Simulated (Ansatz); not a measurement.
Total energies of the cluster Zn2F2⁺ from Ansatz at r2SCAN-D4/def2-TZVP, gas phase (1 Eh = 27.2114 eV = 2625.5 kJ/mol). The reference geometry is relaxed at PBE0-D4/def2-SVP.

Cartesian coordinates in Å:
```
Zn -0.5051 -0.7156 -0.4069
Zn 1.4605 2.0700 1.1850
F 0.4378 0.6226 0.3736
F -1.3932 -1.9770 -1.1517
```

```
           state                     geometry  energy (Eh)
charge 1 doublet                    reference  -3758.22595
charge 0 singlet                    reference  -3758.50202
charge 1 quartet  relaxed at PBE0-D4/def2-SVP  -3758.08544
```

Question: Work out the vertical electron affinity, to the singlet.

Answer: E(charge 1 doublet) − E(charge 0 singlet) = -3758.22595 − (-3758.50202) = 0.27607 Eh = 7.51 eV.

Question: Which of the charge 1 states is lowest, and how far above it are the others?

Answer: The doublet. quartet: -3758.08544 − (-3758.22595) = 0.14051 Eh = 368.9 kJ/mol. The quartet differs in its bonds from the reference.

The structure comes from a short search, and lower isomers may exist.
